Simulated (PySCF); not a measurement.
C2H7FSSi, SMILES C[Si](C)(F)S.

Coordinates come from a TPSSh-D3(BJ)/def2-SVP optimisation. The structure was generated by enumeration, and PubChem lists no compound with its InChIKey, so it may never have been made. Other conformers were not sampled.

Computed with HF/def2-TZVP (PySCF).

Computed frontier levels, gap, dipole moment and polarisability:
- highest occupied level = -10.26 eV
- lowest empty level = 3.07 eV
- orbital gap = 13.33 eV
- dipole moment = 3.02 D
- quadrupole, principal values (traceless, Buckingham form, about the centre of nuclear charge) = -1.29, 0.13, 1.16 D·Å
- mean static polarisability = 62.5 bohr³ (9.26 Å³)
- polarisability, principal values = 55.9, 60.8, 70.8 bohr³
